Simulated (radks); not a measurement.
All-electron atom: Gd in [Xe] 4f7 5d1 6s1 7f1 (not the ground configuration). Calculated with a radial shooting solver on a logarithmic mesh with Libxc functionals: scalar-relativistic Kohn-Sham, PBE, spin-unpolarised, spherical densities, point nucleus.

Normalised radial functions P(r) = r R(r), r in bohr:

r	4f
0.00115	0.0000
0.002029	0.0000
0.003581	0.0000
0.00637	0.0000
0.01124	0.0000
0.02	0.0004
0.03529	0.0029
0.06277	0.0196
0.1108	0.1010
0.1955	0.3709
0.3478	0.8563
0.6137	1.0784
1.092	0.7302
1.927	0.2857
3.427	0.0579
6.048	0.0044
10.67	0.0000
18.99	0.0000
33.51	0.0000
59.61	0.0000
105.2	0.0000

4f: eigenvalue -14.128 eV, 0 radial nodes, <r> = 0.864 bohr, 90 % of the charge inside 1.48 bohr.
